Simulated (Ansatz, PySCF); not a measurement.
CH4AlClOS. Atoms are numbered in the order given.

```xyz
9

Al    -0.2935    -0.3900     0.0000
Cl     0.5054    -2.3352     0.0000
O     -1.9685    -0.1084     0.0000
H     -2.6642    -0.7714     0.0000
S      1.0198     1.3270     0.0000
C     -0.2202     2.7034     0.0000
H     -1.2493     2.3227     0.0000
H     -0.0548     3.3161    -0.8963
H     -0.0548     3.3161     0.8963
```

Coordinates come from a B3LYP-D3(BJ)/def2-SVP optimisation. The structure was generated by enumeration; whether it is a known compound was not checked. The values are those of a single conformer.

Vertical ionisation energy (IE) and electron affinity (EA) in eV. Rows of orbital energies are one-electron estimates. Where ΔSCF, EOM or ADC give a negative EA the extra electron is unbound and the value depends on the basis.

| level | IE | EA |
|---|---|---|
| −ε(HOMO), −ε(LUMO), CAM-B3LYP/def2-TZVP (PySCF) | 8.58 | -0.22 |
| −ε(HOMO), −ε(LUMO), PBE/def2-TZVP (PySCF) | 6.09 | 1.52 |
| ΔSCF, CAM-B3LYP/def2-SVPD (Ansatz), final states of multiplicity 2 and 2 | 9.56 | -0.29 |
| ΔSCF, PBE/def2-SVPD (Ansatz), final states of multiplicity 2 and 2 | ? | ? |

Task: Fill in the missing entries. (An estimate is asked for; the answer gives what the named calculation found.)

Result: 
- ΔSCF, PBE/def2-SVPD (Ansatz, a first-principles code), final states of multiplicity 2 and 2, IE: 9.33
- ΔSCF, PBE/def2-SVPD (Ansatz), final states of multiplicity 2 and 2, EA: -0.07

Task: What vertical singlet–triplet gap does ΔSCF give with CAM-B3LYP/def2-SVPD (Ansatz) and with PBE/def2-SVPD (Ansatz)? (An estimate is asked for; the answer gives what the named calculation found.)

Result: 5.22 and 4.79 eV (triplet above singlet where positive).
